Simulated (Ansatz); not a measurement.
`[BH2][GaH][OH]` + H–F → `[OH][GaH][F]` + BH₃ at 700 K and 1 bar (cleavage of the Ga–B bond).

Gas-phase electronic energies from Ansatz, PBE0-D4/def2-TZVP geometries. CCSD(T)/CBS is the MP2 limit (def2-TZVPP, def2-QZVPP) plus CCSD(T) − MP2 in def2-TZVPP, frozen cores. This one scheme is used for every species. For Ga outer-core shells are correlated without core-valence functions, which leaves a few kJ/mol of doubt a bond. Scalar relativity is left out up to krypton. One conformer a species, not always the lowest.

| species | CCSD(T)/CBS energy (Eh) | H − E (kJ/mol) | S (J/(mol·K)) |
| --- | --- | --- | --- |
| `[BH2][GaH][OH]` | -2026.29567 | 163.5 | 393.7 |
| H–F | -100.39570 | 45.2 | 198.5 |
| `[OH][GaH][F]` | -2100.17635 | 104.9 | 355.2 |
| BH₃ | -26.55200 | 96.5 | 225.0 |

H − E and S are ideal-gas, rigid-rotor, harmonic terms from PBE0-D4/def2-TZVP, for one conformer and one mirror image of each species. 1 Eh = 2625.50 kJ/mol, R = 8.31446 J/(mol·K).

Q: By hand: ΔE, ΔH, ΔS and ΔG.

A: ΔE = (-2100.17635) + (-26.55200) − (-2026.29567) − (-100.39570) = -0.03698 Eh = -97.1 kJ/mol. Δ(H − E) = 104.9 + 96.5 − 163.5 − 45.2 = -7.3, so ΔH = -104.4 kJ/mol. ΔS = 355.2 + 225.0 − 393.7 − 198.5 = -12.0 J/(mol·K). ΔG = -104.4 − 700 × (-12.0)/1000 = -96.0 kJ/mol.

Q: By hand: the equilibrium constant, and the temperature at which ΔG would vanish if ΔH and ΔS stayed fixed.

A: log₁₀ K = −ΔG/(RT ln 10) = 7.2. ΔG = 0 at ΔH/ΔS = 8700 K, far beyond where these terms or the molecules hold.

The number of gas molecules stays the same, so ΔS is small and ΔH decides. A doubt of 5 kJ/mol in ΔE shifts log₁₀ K by 0.4 here. Other conformers and mirror images would add mixing entropy, several J/(mol·K) or more a flexible species. These are equilibria of isolated gas molecules and say nothing of rates. Largest T1 diagnostic: 0.015 (customary marks: 0.02 for closed shells, 0.045 for open ones).
